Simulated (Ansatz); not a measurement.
Consider the substitution at a C–C bond: `CCC(=N)[SiH3]` + `[CH3][In]([OH])[Cl]` → `CC[O][In]([CH3])[Cl]` + `N=C[SiH3]`.

Computed with Ansatz on PBE0-D4/def2-TZVP structures; ΔE is electronic, products minus reactants. CCSD(T)/CBS is the MP2 limit (def2-TZVPP, def2-QZVPP) plus CCSD(T) − MP2 in def2-TZVPP, frozen cores. DFT in def2-TZVPP. def2 core potentials past Kr. For In outer-core shells are correlated without core-valence functions, which leaves a few kJ/mol of doubt a bond. One conformer a species, not always the lowest.

`CCC(=N)[SiH3]`:

Z-matrix (Å, degrees):
```
C
C 1 1.524
H 1 1.091 2 110.8
H 1 1.093 2 111.5 3 119.6
H 1 1.092 2 111.1 3 -120.2
C 2 1.504 1 112.8 3 -179.8
H 2 1.096 1 110.6 3 57.9
H 2 1.097 1 109.1 3 -59.6
Si 6 1.902 2 119.8 1 55.3
N 6 1.271 2 125.2 1 -123.8
H 9 1.488 6 109.8 2 -82.6
H 9 1.480 6 109.5 2 156.6
H 9 1.490 6 109.8 2 35.5
H 10 1.026 6 110.9 2 0.4
```

`[CH3][In]([OH])[Cl]`:

Cartesian coordinates in Å:
```
C 0.126 -0.151 1.354
In -0.186 0.434 -0.671
O 0.085 -0.593 -2.340
Cl -0.961 2.553 -1.243
H 1.136 -0.543 1.472
H -0.015 0.714 1.999
H -0.591 -0.928 1.620
H 0.405 -1.485 -2.189
```

`CC[O][In]([CH3])[Cl]`:

Cartesian coordinates in Å:
```
C -2.373 0.232 0.103
C -1.465 -0.787 0.757
O -0.176 -0.272 1.000
In 1.207 -0.139 -0.399
C 3.121 0.755 -0.210
Cl 0.467 -1.196 -2.358
H -2.419 1.143 0.704
H -3.387 -0.163 -0.007
H -2.007 0.490 -0.896
H -1.428 -1.693 0.137
H -1.879 -1.082 1.729
H 3.226 1.531 -0.969
H 3.230 1.187 0.783
H 3.884 -0.005 -0.372
```

`N=C[SiH3]`:

Cartesian coordinates in Å:
```
N 0.392 -1.551 0.612
C 0.123 -0.314 0.713
Si -0.219 0.700 -0.843
H 0.555 -1.976 1.528
H 0.082 0.196 1.689
H 0.763 1.815 -0.918
H -1.578 1.297 -0.742
H -0.117 -0.168 -2.039
```

| level | ΔE (kJ/mol) |
| --- | --- |
| B2PLYP | 54.7 |
| SCS-MP2/def2-TZVPP | 58.0 |
| SCS-MP2/def2-QZVPP | 59.3 |
| HF/CBS(def2) | 46.9 |

Q: What does CCSD(T)/CBS give? (Estimate.)

A: Computed: +58.3 kJ/mol. The listed levels differ from it by -3.6, -0.3, 1.0, -11.4 kJ/mol.

Largest T1 diagnostic among the species: 0.014.

In def2-TZVPP, CCSD(T) changes the Hartree–Fock value by +9.4 kJ/mol (the triples alone add +0.9 kJ/mol) and MP2 by +17.2 kJ/mol.
